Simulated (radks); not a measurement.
Values are calculated unless marked as measured or tabulated.
Effect of the nuclear size on neutral titanium, [Ar] 3d2 4s2. Code: a radial shooting solver on a logarithmic mesh with Libxc functionals. Model: Dirac Kohn-Sham, BLYP, spin-unpolarised, spherical densities, finite nucleus; open shells are shared between the two j in proportion to 2j + 1; Fermi nuclear charge, rms radius 3.5921 fm. The rms radius is varied about that value; shifts are against it.

\begin{tabular}{lrrrr}
rms radius (fm) & total energy shift (eV) & density at nucleus (e/bohr^3) & 1s1/2 shift (meV) & 2s1/2 shift (meV) \\ \hline
3.1898 & -0.0103 & 8533 & -4.37 & -0.363 \\
3.373 & -0.00578 & 8518 & -2.44 & -0.203 \\
3.5921 & 0 & 8502 & 0.000 & 0.000 \\
3.8938 & 0.00853 & 8481 & 3.60 & 0.300 \\
3.9585 & 0.0104 & 8476 & 4.41 & 0.367 \\
\end{tabular}

Slopes of the eigenvalues against <r^2> in GHz/fm^2, as finite differences over the two radii next to the reference (eigenvalue slopes, not the field-shift constants of lines): 1s1/2 386, 2s1/2 32.1.
